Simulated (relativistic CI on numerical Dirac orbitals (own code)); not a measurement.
Slater and spin-orbit integrals, Tc XX

Calculated at this level of theory: Dirac-Coulomb-Breit CI, KLI orbitals optimised for each configuration, QED by a radiative potential, unscaled Slater integrals (own radial code, finite nucleus).

Slater integrals F^k, G^k are unscaled and averaged over j, outside the closed core [Ne]; ζ comes from projecting the Hamiltonian with its Breit term on Σ l·s of the shell.

- 3s2 3p6 3d6: F^2(3d,3d) = 278520, F^4(3d,3d) = 178610, ζ(3d) = 13839 cm⁻¹; <r>(3d) = 0.3607, <r^2>(3d) = 0.1528 (bohr units).
- 3s2 3p5 3d7: ζ(3p) = 118970, F^2(3d,3d) = 277740, F^4(3d,3d) = 178080, F^2(3p,3d) = 252910, G^1(3p,3d) = 285280, G^3(3p,3d) = 185400, ζ(3d) = 13607 cm⁻¹; <r>(3p) = 0.3918, <r^2>(3p) = 0.1774, <r>(3d) = 0.3616, <r^2>(3d) = 0.1536 (bohr units).
- 3s2 3p4 3d8: F^2(3p,3p) = 254010, ζ(3p) = 118900, F^2(3d,3d) = 276950, F^4(3d,3d) = 177540, F^2(3p,3d) = 252500, G^1(3p,3d) = 285150, G^3(3p,3d) = 185210, ζ(3d) = 13379 cm⁻¹; <r>(3p) = 0.3923, <r^2>(3p) = 0.1779, <r>(3d) = 0.3625, <r^2>(3d) = 0.1543 (bohr units).

Question: Give the Racah parameters of the d shell in 3s2 3p6 3d6.

Answer: B = F²/49 − 5F⁴/441 = 3659 cm⁻¹ and C = 35F⁴/441 = 14175 cm⁻¹.

Averages of the first 10 configurations, taken without configuration mixing, which lowers the lowest level and can move excited configurations by several eV; other configurations of the list can lie among them:

```
 Configuration  Parity  States  Average energy above the lowest level (eV)
   3s2 3p6 3d6    even     210                                        17.1
   3s2 3p5 3d7     odd     720                                       184.9
   3s2 3p4 3d8    even     675                                       356.4
    3s 3p6 3d7    even     240                                       297.7
       3p6 3d8    even      45                                       583.2
    3s 3p5 3d8     odd     540                                       464.3
3s2 3p6 3d5 4s    even     504                                       349.1
3s2 3p6 3d5 4p     odd    1512                                       387.3
3s2 3p6 3d5 4d    even    2520                                       444.4
3s2 3p6 3d5 4f     odd    3528                                       498.1
```
